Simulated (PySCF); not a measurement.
Cl₆Y₂, SMILES [Cl][Y]12([Cl]->[Y]1([Cl])([Cl])[Cl]->2)[Cl].

The structure is a stationary point at PBE0-D3(BJ)/def2-SVP. The multiplicity is an assumed one; other spin states were not compared. The def2 effective core potentials stand for the cores of Y; spin–orbit coupling is left out. One conformer was computed; it need not be the lowest.

Two levels are set side by side: TDA-PBE/def2-SVPD (PySCF) and TDA-M06-2X/def2-SVPD (PySCF). Vertical, same geometry. The lowest singlet is HOMO→LUMO 100 % with PBE and HOMO→LUMO 83 %, HOMO−1→LUMO+2 15 % with the other functional; states are paired by order. Differences are taken from unrounded values.

| quantity | TDA-M06-2X | TDA-PBE | TDA-PBE minus TDA-M06-2X |
|---|---|---|---|
| lowest singlet excitation (eV) | 5.91 | 4.29 | -1.62 |
| lowest triplet excitation (TDA) (eV) | 5.87 | 4.28 | -1.59 |

Functionals without exact exchange tend to place singlet excitations lower, as here. Differences between two approximate levels are no errors against the true value.

Rough cost on one machine, each run with all the roots and properties that it gave: TDA-M06-2X against TDA-PBE about 8 times.
